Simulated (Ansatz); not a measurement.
Input and output for ClFHOSV (`[OH][V]([F])(=[S])[Cl]`).

```yaml
crystal:
  periodic: [false, false, false]
  atoms:
    - {symbol: O, position_ang: [-0.459617, 0.208127, 1.336296]}
    - {symbol: V, position_ang: [0.235816, 0.032678, -0.231742]}
    - {symbol: F, position_ang: [1.962626, -0.430899, 0.103411]}
    - {symbol: S, position_ang: [-0.675540, -1.498939, -1.190075]}
    - {symbol: Cl, position_ang: [0.192664, 1.682067, -1.522478]}
    - {symbol: H, position_ang: [-1.339265, -0.141892, 1.360589]}
basis:
  gaussian: {orbitals: cc-pVTZ, nuclear_model: gaussian}
hamiltonian: {xc: {name: SPW92}}
output: {forces: true}
```

```sh
$ ansatz run in.yaml --threads 4 --pin off --events-out ev --progress --plain --max-ram 10444MiB
```

It prints (some lines left out):

```
Functional definition: SPW92
1412 factors; their error is unknown
mean field evaluation 1: about -53649.8898 eV, gradient 1.1e2 eV
mean field evaluation 2: about -53376.8046 eV, gradient 2.9e2 eV
mean field evaluation 4: about -53657.6158 eV, gradient 8.4e1 eV
mean field evaluation 8: about -53667.9794 eV, gradient 1.6e1 eV
mean field evaluation 16: about -53668.3529 eV, gradient 1.1e-2 eV
mean field -53668.35288527 eV, -1972.2755908177 hartree, gradient 3.7e-5 eV, S^2 0.000000; 0 other end points of the search recorded, 0 dependent functions left out
reference -53668.35294530 eV, -1972.2755930236 hartree; 37, 37 occupied and 173, 173 virtual orbitals, 1412 factors
Total energy: -53668.35294530 eV, -1972.2755930236 hartree
Atom 0 at    -0.459617     0.208127     1.336296 Å, force     0.838695     0.964409    -0.147041 eV/Å
Atom 1 at     0.235816     0.032678    -0.231742 Å, force     3.052006    -1.911894     0.152861 eV/Å
Atom 2 at     1.962626    -0.430899     0.103411 Å, force    -2.314073     0.626089    -0.600737 eV/Å
Atom 3 at    -0.675540    -1.498939    -1.190075 Å, force     0.128258     0.447813     0.306041 eV/Å
Atom 4 at     0.192664     1.682067    -1.522478 Å, force    -0.131715     0.574035    -0.162773 eV/Å
Atom 5 at    -1.339265    -0.141892     1.360589 Å, force    -1.573171    -0.700453     0.451650 eV/Å
Dipole moment:    -0.500325     0.030548     0.124639 e Å
```

It took 1.2 s on 4 threads of an Intel Xeon 6975P-C on a shared host, with 0.33 GiB of host memory at the peak.
